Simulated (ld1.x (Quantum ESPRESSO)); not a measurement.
## An all-electron radial function and its pseudo partner (silicon (Si))

Columns: radius, all-electron u(r) and pseudo u(r) of the 3s shell (level -28.54 eV) of silicon in the configuration [Ne] 3s2 3p0; PBE, scalar-relativistic, TM semilocal scheme, ld1.x (Quantum ESPRESSO) 7.5.

```tsv
r (bohr)	all-electron	pseudo
0.075	0.1865	0.0304
0.150	-0.0037	0.0606
0.225	-0.2098	0.0905
0.300	-0.3381	0.1200
0.375	-0.3805	0.1491
0.450	-0.3544	0.1779
0.525	-0.2812	0.2069
0.600	-0.1795	0.2369
0.675	-0.0634	0.2689
0.750	0.0569	0.3042
0.825	0.1745	0.3443
0.900	0.2849	0.3903
0.975	0.3853	0.4425
1.050	0.4743	0.4998
1.125	0.5512	0.5597
1.200	0.6162	0.6179
1.275	0.6697	0.6698
1.350	0.7125	0.7125
1.425	0.7453	0.7453
1.500	0.7688	0.7688
1.575	0.7840	0.7840
1.650	0.7914	0.7914
1.725	0.7921	0.7921
1.800	0.7867	0.7867
1.875	0.7761	0.7761
1.950	0.7612	0.7612
```

How many radial nodes do the two functions have?

The all-electron 3s function has n − l − 1 = 2; the pseudo-wave has 0, since the states of the same l below it are removed with the core.

At about which radius was the pseudo-wave matched?

1.35 bohr. The columns agree to 0.0005 from 1.27 bohr on; several derivatives are matched, so the curves merge somewhat inside the radius.

Where does each function peak?

Outermost all-electron maximum near 1.73 bohr, pseudo maximum near 1.73 bohr (to the table’s step).

Is the pseudo-wave norm-conserving?

Yes: the TM semilocal scheme keeps the norm inside the radius equal to the all-electron one, which fixes the energy derivative of the logarithmic derivative at the level.
